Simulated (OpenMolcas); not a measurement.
Pr3+ among 6 point charges of -1.5 e arranged as a tetragonal octahedron (D4h). The axial distance is 0.95 times the equatorial one, R.

```
Program             : OpenMolcas 26.06
Method              : SS-CASPT2, IPEA 0.25 Eh, imaginary shift 0.1 Eh (closed shells correlated: 5s 5p)
Basis               : ANO-RCC-VDZP [7s6p4d2f1g]
Scalar Hamiltonian  : DKH2, point nucleus
Active space        : 2 electrons in 7 orbitals (4f)
State averaging     : 2S+1 = 3 even, 21 roots; 2S+1 = 1 even, 27 roots kept (CI in the orbitals of an earlier block)
Spin-orbit coupling : state interaction with AMFI integrals over the reference wave functions
```

All point charges move together. At R = 2.71 Å the width of the lowest J multiplet is 548 cm-1, and at R = 3 Å it is 367 cm-1.

**Question.** A third run gives 304 cm-1. What distance was it run at?

**Answer.** With a power law R^-n the two known points give n = -ln(367 / 548) / ln(3 / 2.71) = 3.94. Then R = 2.71 × (548 / 304)^(1/3.94) = 3.147 Å. The run was at 3.18 Å, so the estimate is off by -0.033 Å.

Roots that are degenerate in the reference are averaged as groups; the widest CASPT2 spread within a group is 20 cm-1 (the 2-fold group of multiplicity 1 near 6200 cm-1 above the lowest state of its run, R = 3.18). Shifts and gaps below about the spread of the groups concerned are not significant. This is an electrostatic model: the charges have no orbitals. No measured value stands beside these numbers.
